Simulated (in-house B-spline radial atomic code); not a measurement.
A fraction x of an electron is removed from 3d in Ni VI (Ni5+), starting from [Ar] 3d5 and keeping the highest spin. Method: non-relativistic AM05, spin-polarised, spherical fractional occupations, point nucleus. Calculated with an all-electron radial atomic-structure program (B-spline basis).

```
   x  E(x) - E(0) (eV)  3d up level (eV)
   0            0.0000           -95.366
0.07            6.7366           -97.110
0.15           14.5855           -99.115
0.36           35.9570          -104.437
0.38           38.0509          -104.949
 0.5           50.8294          -108.032
 0.6           61.7620          -110.623
0.71           74.0883          -113.494
0.78           82.0972          -115.333
0.99          106.9005          -120.903
   1          108.1109          -121.171
```

The exact functional would give a straight line between the two integer points. Deviations E(x) - E(0) - x[E(1) - E(0)], in eV: -0.831 at x = 0.07, -1.631 at x = 0.15, -2.963 at x = 0.36, -3.031 at x = 0.38, -3.226 at x = 0.5, -3.105 at x = 0.6, -2.67 at x = 0.71, -2.229 at x = 0.78, -0.129 at x = 0.99.

The curve lies below the straight line by up to 3.226 eV (at x = 0.5): convex, the delocalisation error that favours fractional charges.

**Question.** How well does Slater's transition state (minus the level at half occupation) give the ionisation energy?

**Answer.** It gives 108.032 eV against 108.111 eV from the two total energies; NIST lists 108.00 eV, ground level to ground level.
